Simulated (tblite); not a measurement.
C₄H₁₁NSi.
Z-matrix (Å and degrees, GFN2-xTB geometry), rows numbered from 1:
```
C 
C   1  1.4930
N   2  1.2487  1  128.08
Si  3  1.7202  2  137.62  1     0.06
C   4  1.8980  3  104.33  2  -121.70
C   4  1.8982  3  104.37  2   121.33
H   1  1.0891  2  109.43  3   120.76
H   1  1.0855  2  110.78  3    -0.34
H   1  1.0890  2  109.50  3  -121.53
H   2  1.0940  1  114.50  3  -179.92
H   4  1.4797  3  119.35  2    -0.19
H   5  1.0853  4  111.49  3    69.19
H   5  1.0851  4  111.08  3   -50.90
H   5  1.0851  4  110.84  3  -170.83
H   6  1.0854  4  111.50  3   -69.14
H   6  1.0851  4  111.07  3    50.97
H   6  1.0851  4  110.82  3   170.84
```

Computed values, GFN2-xTB/tblite, gas phase, harmonic and unscaled. Errors from tens to a few hundred cm⁻¹ against measured bands are possible. Modes of hydrogen on silicon can be 10 to 20 % off. One conformer, not necessarily the lowest.

Harmonic wavenumbers (cm⁻¹): 39.9, 97.3, 107.1, 109.8, 143.7, 157.1, 165.3, 236.2, 356.4, 525.3, 643.8, 652.6, 682.1, 739.9, 764.2, 784.7, 808.4, 839.0, 847.4, 872.6, 979.1, 1012.5, 1104.1, 1336.7, 1372.0, 1372.9, 1373.5, 1458.3, 1459.8, 1490.1, 1493.7, 1494.8, 1499.3, 1776.0, 2100.6, 2896.0, 3008.9, 3019.8, 3044.9, 3045.9, 3047.9, 3051.2, 3051.2, 3051.9, 3067.4.

A = 4388, B = 1643, C = 1409 MHz; mass 101.066 u (most abundant isotopes); point group Cs, symmetry number 1.

Task: What is the zero-point energy?

Result: ½Σν̃ = 30591 cm⁻¹ = 87.46 kcal/mol.

Task: Entropy at 200 K, 1 bar (ideal gas, RRHO, classical rotation)?

Result: Translation 37.79, rotation 26.66, vibration 20.48: S = 84.9 cal/(mol K).

Task: And Cp and H(200 K) − H(0)?

Result: Cp = 27.33 cal/(mol K), of which vibrations give 19.38 (their classical limit is 45 R = 89.4); H(200 K) − H(0) = 3.76 kcal/mol without the zero-point energy, 2.17 from vibrations.

Task: How do the functions run with temperature in this model?

Result: 
```csv
T (K),S (cal/(mol K)),Cp (cal/(mol K)),H − H(0) (kcal/mol),G − H(0) (kcal/mol),ln q(vib)
50,56.9,14.2,0.51,-2.33,0.57
100,68.8,20.1,1.39,-5.49,1.97
298.15,97.3,35.2,6.83,-22.19,7.41
373.15,105.9,41.2,9.69,-29.81,9.27
500,119.2,50.0,15.49,-44.09,12.28
750,142.0,62.9,29.70,-76.83,17.83
1000,161.4,71.8,46.60,-114.83,22.91
```

q(vib) and H(0) count from the zero-point level.

Task: Which modes carry the vibrational entropy at 200 K?

Result: 39.9 cm⁻¹: 4.47; 97.3 cm⁻¹: 2.74; 107.1 cm⁻¹: 2.55; 109.8 cm⁻¹: 2.51; 143.7 cm⁻¹: 2.01; 157.1 cm⁻¹: 1.85 cal/(mol K); the other 39 give 4.35 together.

Task: Blend soft modes into free rotors: weight 1/[1 + (100 cm⁻¹/ν̃)⁴] for the oscillator and the rest for a rotor with moment μB/(μ + B), μ = h/(8π²ν), B = 10⁻⁴⁴ kg m². What vibrational entropy results?

Result: 19.23 cal/(mol K) in place of 20.48, which changes −T·S at 200 K by +0.25 kcal/mol.

Task: What must be added to the electronic energy to get the Gibbs energy at 200 K and 1 bar?

Result: ZPE + [H(200 K) − H(0)] − T·S = 87.46 + 3.76 − 16.99 = 74.23 kcal/mol.

Hindered rotation and anharmonicity are outside this model. Other conformers, if any are populated, would add a mixing term that is left out.

On one thread, Arm Neoverse V1 (aarch64) (shared host), this took 0.53 s of wall time. This covers the Hessian and the dipole derivatives.
